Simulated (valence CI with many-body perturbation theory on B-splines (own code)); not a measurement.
## Hf LXVI: E2, M1 decay

Calculated by configuration interaction combined with many-body perturbation theory (CI+MBPT): five valence electrons over a frozen Dirac-Fock core [He], a basis of 11 s, 11 p, 10 d, 8 f, 5 g, 2 h functions for each j, with the one-electron correlation potential Σ1 (screened to all orders), the two-electron term Σ2, the three-electron term Σ3, Breit, model QED; selected single and double excitations, second order for the rest, scaled by the run's own slope (own B-spline code, finite nucleus).

The last digits are not significant, and no measured levels were compared; by estimate large intervals hold to a few tenths of a per cent, small ones and those within an open d or f shell to about a per cent. Among the levels kept, up to 7400 cm⁻¹ of a level comes from second order outside the variational space, and about a tenth of that is noise between levels of different J, which matters for small intervals.

Lines 1 to 50 of 109 in falling wavelength, among levels below 97301 × 10³ cm⁻¹, chosen from the decays that carry over 1 % of a level's rate. Wavelengths and rates use the calculated energies. Electric multipoles are in the length gauge, E1 and E2 with the static RPA response of the core. S is in atomic units (e²a₀⁴ for E2 and M2, e²a₀⁶ for E3), for M1 in squared Bohr magnetons. Weak lines are less certain than strong ones. Lines between different terms over intervals too small for the method are left out, as are lines whose strength nearly cancels.

Levels are named by their leading jj configuration (3d3/2^4 stands for four electrons in 3d with j = 3/2), which in mixed levels can hold well under half, so a name can repeat and another be missing. Letters in brackets count levels of one name in rising energy.

| λ vac (Å) | Upper | Lower | Type | A (s⁻¹) | S (a.u.) |
| --- | --- | --- | --- | --- | --- |
| 10.15 | (2s^2 2p1/2 2p3/2^2) J=3/2 | (2s^2 2p1/2^2 2p3/2) J=3/2 | M1 | 1.71e+10 | 2.65e+00 |
| 10.13 | (2s^2 2p3/2^3) J=3/2 | (2s^2 2p1/2 2p3/2^2) J=1/2 | M1 | 4.23e+09 | 6.52e-01 |
| 10.05 | (2s^2 2p3/2^2 3d5/2) J=9/2 | (2s^2 2p1/2 2p3/2 3d5/2) J=7/2 [b] | M1 | 4.14e+09 | 1.56e+00 |
| 9.966 | (2s^2 2p1/2 2p3/2^2) J=5/2 | (2s^2 2p1/2^2 2p3/2) J=3/2 | M1 | 2.84e+09 | 6.24e-01 |
| 9.966 | (2s^2 2p1/2 2p3/2^2) J=5/2 | (2s^2 2p1/2^2 2p3/2) J=3/2 | E2 | 9.25e+07 | 4.87e-05 |
| 9.852 | (2s^2 2p3/2^2 3d5/2) J=9/2 | (2s^2 2p1/2 2p3/2 3d5/2) J=9/2 | M1 | 7.39e+09 | 2.62e+00 |
| 9.733 | (2s^2 2p3/2^3) J=3/2 | (2s^2 2p1/2 2p3/2^2) J=5/2 | M1 | 4.73e+09 | 6.47e-01 |
| 9.698 | (2s^2 2p3/2^2 3d5/2) J=9/2 | (2s^2 2p1/2 2p3/2 3d5/2) J=7/2 [a] | M1 | 6.42e+09 | 2.17e+00 |
| 9.579 | (2s^2 2p1/2 2p3/2^2) J=1/2 | (2s^2 2p1/2^2 2p3/2) J=3/2 | M1 | 9.53e+09 | 6.21e-01 |
| 9.560 | (2s^2 2p3/2^3) J=3/2 | (2s^2 2p1/2 2p3/2^2) J=3/2 | M1 | 1.89e+10 | 2.45e+00 |
| 1.480 | (2s^2 2p1/2 2p3/2 3p1/2) J=3/2 [a] | (2s^2 2p1/2 2p3/2^2) J=1/2 | E2 | 2.34e+11 | 5.92e-06 |
| 1.477 | (2s^2 2p1/2 2p3/2 3p1/2) J=5/2 | (2s^2 2p1/2 2p3/2^2) J=1/2 | E2 | 4.46e+11 | 1.68e-05 |
| 1.472 | (2s^2 2p1/2 2p3/2 3p1/2) J=1/2 | (2s^2 2p1/2 2p3/2^2) J=5/2 | E2 | 4.83e+11 | 5.96e-06 |
| 1.471 | (2s^2 2p1/2 2p3/2 3p1/2) J=3/2 [a] | (2s^2 2p1/2 2p3/2^2) J=5/2 | M1 | 2.35e+10 | 1.11e-02 |
| 1.470 | (2s^2 2p1/2 2p3/2 3p1/2) J=3/2 [b] | (2s^2 2p1/2 2p3/2^2) J=1/2 | E2 | 2.08e+11 | 5.10e-06 |
| 1.470 | (2s^2 2p1/2^2 3p1/2) J=1/2 | (2s^2 2p1/2^2 2p3/2) J=3/2 | E2 | 2.32e+12 | 2.85e-05 |
| 1.470 | (2s^2 2p1/2^2 3p1/2) J=1/2 | (2s^2 2p1/2^2 2p3/2) J=3/2 | M1 | 3.95e+10 | 9.32e-03 |
| 1.469 | (2s^2 2p1/2 2p3/2 3p1/2) J=5/2 | (2s^2 2p1/2 2p3/2^2) J=5/2 | E2 | 1.32e+12 | 4.82e-05 |
| 1.468 | (2s^2 2p1/2 2p3/2 3p1/2) J=1/2 | (2s^2 2p1/2 2p3/2^2) J=3/2 | E2 | 7.24e+11 | 8.81e-06 |
| 1.468 | (2s^2 2p1/2 2p3/2 3p1/2) J=1/2 | (2s^2 2p1/2 2p3/2^2) J=3/2 | M1 | 3.40e+10 | 7.98e-03 |
| 1.468 | (2s^2 2p3/2^2 3p1/2) J=3/2 | (2s^2 2p3/2^3) J=3/2 | E2 | 4.72e+11 | 1.15e-05 |
| 1.467 | (2s^2 2p3/2^2 3p1/2) J=5/2 | (2s^2 2p3/2^3) J=3/2 | E2 | 1.61e+12 | 5.87e-05 |
| 1.467 | (2s^2 2p1/2 2p3/2 3p1/2) J=3/2 [a] | (2s^2 2p1/2 2p3/2^2) J=3/2 | E2 | 1.42e+12 | 3.44e-05 |
| 1.465 | (2s^2 2p1/2 2p3/2 3p1/2) J=5/2 | (2s^2 2p1/2 2p3/2^2) J=3/2 | E2 | 3.29e+11 | 1.19e-05 |
| 1.462 | (2s^2 2p1/2 2p3/2 3p1/2) J=3/2 [b] | (2s^2 2p1/2 2p3/2^2) J=5/2 | E2 | 1.30e+12 | 3.09e-05 |
| 1.458 | (2s^2 2p1/2 2p3/2 3p1/2) J=3/2 [b] | (2s^2 2p1/2 2p3/2^2) J=3/2 | E2 | 9.17e+10 | 2.15e-06 |
| 1.457 | (2s^2 2p3/2^2 3p1/2) J=1/2 | (2s^2 2p3/2^3) J=3/2 | E2 | 1.24e+12 | 1.46e-05 |
| 1.431 | (2s^2 2p3/2^2 3d5/2) J=9/2 | (2s 2p1/2 2p3/2^3) J=5/2 | E2 | 8.47e+09 | 4.54e-07 |
| 1.419 | (2s 2p1/2 2p3/2^2 3p3/2) J=7/2 [a] | (2s 2p1/2 2p3/2^3) J=3/2 [a] | E2 | 3.36e+11 | 1.38e-05 |
| 1.418 | (2s 2p1/2 2p3/2^2 3p3/2) J=9/2 | (2s 2p1/2 2p3/2^3) J=5/2 | E2 | 4.06e+11 | 2.08e-05 |
| 1.417 | (2s^2 2p1/2 2p3/2 3p3/2) J=3/2 [a] | (2s^2 2p1/2 2p3/2^2) J=1/2 | E2 | 5.43e+10 | 1.11e-06 |
| 1.413 | (2s 2p1/2^2 2p3/2 3p3/2) J=7/2 | (2s 2p1/2^2 2p3/2^2) J=5/2 | E2 | 7.73e+11 | 3.11e-05 |
| 1.413 | (2s^2 2p1/2 2p3/2 3p3/2) J=3/2 [b] | (2s^2 2p1/2 2p3/2^2) J=1/2 | E2 | 4.13e+11 | 8.29e-06 |
| 1.411 | (2s^2 2p1/2 2p3/2 3p3/2) J=5/2 [b] | (2s^2 2p1/2 2p3/2^2) J=1/2 | E2 | 4.62e+11 | 1.39e-05 |
| 1.411 | (2s 2p1/2^2 2p3/2 3p3/2) J=1/2 [b] | (2s 2p1/2^2 2p3/2^2) J=3/2 | E2 | 1.38e+12 | 1.38e-05 |
| 1.410 | (2s^2 2p1/2 2p3/2 3p3/2) J=5/2 [a] | (2s^2 2p1/2 2p3/2^2) J=5/2 | E2 | 1.82e+11 | 5.45e-06 |
| 1.410 | (2s^2 2p3/2^2 3p3/2) J=7/2 | (2s^2 2p3/2^3) J=3/2 | E2 | 4.43e+11 | 1.76e-05 |
| 1.410 | (2s^2 2p3/2^2 3p3/2) J=5/2 | (2s^2 2p3/2^3) J=3/2 | E2 | 4.87e+11 | 1.45e-05 |
| 1.410 | (2s^2 2p1/2 2p3/2 3p3/2) J=1/2 [a] | (2s^2 2p1/2 2p3/2^2) J=5/2 | E2 | 1.56e+11 | 1.55e-06 |
| 1.410 | (2s^2 2p3/2^2 3p3/2) J=1/2 | (2s^2 2p3/2^3) J=3/2 | E2 | 4.02e+11 | 3.99e-06 |
| 1.409 | (2s^2 2p1/2 2p3/2 3p3/2) J=3/2 [a] | (2s^2 2p1/2 2p3/2^2) J=5/2 | E2 | 5.49e+11 | 1.09e-05 |
| 1.408 | (2s^2 2p1/2 2p3/2 3p3/2) J=7/2 | (2s^2 2p1/2 2p3/2^2) J=5/2 | E2 | 8.16e+11 | 3.22e-05 |
| 1.407 | (2s^2 2p1/2^2 3p3/2) J=3/2 | (2s^2 2p1/2^2 2p3/2) J=3/2 | E2 | 1.16e+12 | 2.29e-05 |
| 1.407 | (2s^2 2p1/2 2p3/2 3p3/2) J=5/2 [a] | (2s^2 2p1/2 2p3/2^2) J=3/2 | E2 | 7.01e+11 | 2.07e-05 |
| 1.406 | (2s^2 2p1/2 2p3/2 3p3/2) J=1/2 [a] | (2s^2 2p1/2 2p3/2^2) J=3/2 | E2 | 8.02e+11 | 7.87e-06 |
| 1.405 | (2s^2 2p1/2 2p3/2 3p3/2) J=3/2 [a] | (2s^2 2p1/2 2p3/2^2) J=3/2 | E2 | 2.57e+11 | 5.04e-06 |
| 1.405 | (2s^2 2p1/2 2p3/2 3p3/2) J=3/2 [b] | (2s^2 2p1/2 2p3/2^2) J=5/2 | E2 | 8.60e+10 | 1.68e-06 |
| 1.404 | (2s 2p1/2 2p3/2^2 3p3/2) J=1/2 [b] | (2s 2p1/2 2p3/2^3) J=5/2 | E2 | 2.82e+11 | 2.75e-06 |
| 1.404 | (2s^2 2p1/2 2p3/2 3p3/2) J=7/2 | (2s^2 2p1/2 2p3/2^2) J=3/2 | E2 | 9.30e+10 | 3.63e-06 |
| 1.402 | (2s^2 2p3/2^2 3p3/2) J=3/2 [a] | (2s^2 2p3/2^3) J=3/2 | E2 | 1.53e+12 | 2.96e-05 |
